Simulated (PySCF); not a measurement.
# How the method changes the shape and vibrations of AlBH2O2

All numbers below are calculated, not measured. They come from PySCF 2.14.0, an open-source quantum chemistry program, on an isolated molecule that a program drew, which may never have been made. The molecule is AlBH2O2 (charge 0, singlet), drawn as the SMILES string `[O]=[Al][BH]O`.

The geometry was optimised and harmonic frequencies were computed with HF and MP2, all in the cc-pV(D+d)Z basis, for the commonest isotopes, with a restricted reference for singlets and an unrestricted one otherwise, and a frozen core in MP2. Each result is a local minimum of its method.

Geometry at the HF minimum:
```xyz
6
AlBH2O2, angstrom
O     1.1589    1.4727   -2.9138
Al    1.7004    1.1053   -1.4816
B     2.4435    0.6037    0.5042
O     1.9674    1.1074    1.6502
H     3.3455   -0.1797    0.6000
H     1.2563    1.7261    1.5894
```

Lengths of the bonds as drawn, in Å (atoms numbered as above):
| bond | HF | MP2 |
|---|---|---|
| O1-Al2 | 1.575 | 1.633 |
| Al2-B3 | 2.179 | 2.172 |
| B3-O4 | 1.339 | 1.358 |
| B3-H5 | 1.199 | 1.206 |
| O4-H6 | 0.945 | 0.967 |

Rotational constants, in GHz:
```
constant     HF    MP2
       A  45.35  43.62
       B  2.335  2.292
       C  2.221  2.178
```

Harmonic frequencies in cm^-1, each column in rising order, so a row needn't be the same motion in every method:
| rank | HF | MP2 |
|---|---|---|
| 1 | 121 | 103 |
| 2 | 169 | 142 |
| 3 | 322 | 299 |
| 4 | 510 | 493 |
| 5 | 599 | 574 |
| 6 | 886 | 881 |
| 7 | 1068 | 1011 |
| 8 | 1200 | 1032 |
| 9 | 1241 | 1188 |
| 10 | 1386 | ? |
| 11 | 2714 | 2660 |
| 12 | 4174 | 3861 |

**Estimate the missing MP2 frequency from the HF column.**

A single factor s that minimises the squared misfit of MP2 against s times HF over the other rows is sum(HF x MP2) / sum(HF^2) = 0.9401, with an rms misfit of 51 cm^-1. For rank 10 it gives 0.9401 x 1386 = 1303 cm^-1. The calculation gives 1327 cm^-1, 24 cm^-1 above the estimate. The drawn bonds are on average 1.5 % longer in MP2 than in HF.
